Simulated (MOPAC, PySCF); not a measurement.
Breaking a bond: MgCl, doublet. Each curve is given relative to its own lowest point near equilibrium.

| R / Å | A | B | C |
|---|---|---|---|
| 1.78 | 197.8 | 211.7 | 200.5 |
| 1.87 | 113.1 | 116.1 | 107.7 |
| 1.98 | 47.2 | 46.1 | 40.9 |
| 2.10 | 10.5 | 9.7 | 7.5 |
| 2.14 | 4.5 | 4.0 | 2.7 |
| 2.21 | 0.0 | 0.0 | 0.0 |
| 2.26 | 0.7 | 0.8 | 1.6 |
| 2.34 | 7.1 | 6.9 | 8.6 |
| 2.41 | 16.9 | 16.0 | 18.2 |
| 2.58 | 51.8 | 47.1 | 49.6 |
| 2.77 | 99.4 | 89.1 | 90.7 |
| 3.00 | 157.0 | 141.3 | 141.3 |
| 3.32 | 224.4 | 207.9 | 205.3 |

Energies in kJ/mol.

Problem. Assign the columns to these levels of theory: PM6, unrestricted, heats of formation (MOPAC); PySCF with CCSD on UHF/cc-pVTZ, 6 core orbitals frozen; unrestricted MP2 (frozen core)/6-31G*, spherical d (PySCF).

Solution. A is PM6; B is UMP2/6-31G*; C is UCCSD.

The scan ran from 1.78 to 8.83 Å; beyond the distances shown one of the unrestricted levels run for this scan, shown here or not, changes its spin distribution in one step.
